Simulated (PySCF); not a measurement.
Input file for PySCF: R-HF/3-21G on CH7BrSi (a complex), monomers drawn apart or pushed together.

```python
from pyscf import gto, scf, dft, mp
from pyscf.data.elements import chemcore

mol = gto.M(
    atom='''
    Si   -0.04432004   -0.30236445    0.09889973
    H     0.63094637   -1.58136618    0.40109722
    H    -1.41016514   -0.30164949    0.66879936
    H    -0.13677425   -0.12743474   -1.37007421
    H     0.72520626    0.82593718    0.66896563
    C    -0.90088235    1.31252176    5.13651237
    Br    0.00804751   -0.39940539    5.40791555
    H    -0.22488960    1.95714873    4.58622173
    H    -1.12937337    1.72123600    6.11437682
    H    -1.80339105    1.11624441    4.56878852
    ''',
    basis='3-21g',
    charge=0, spin=0, verbose=3, max_memory=1800)
mf = scf.RHF(mol)
mf.conv_tol = 1e-8
mf.max_cycle = 100
mf.kernel()
if not mf.converged:
    mf = mf.newton().run(mf.mo_coeff, mf.mo_occ)
```

Problem. Give the final energy of this run.

Solution. -2889.1305 hartree.
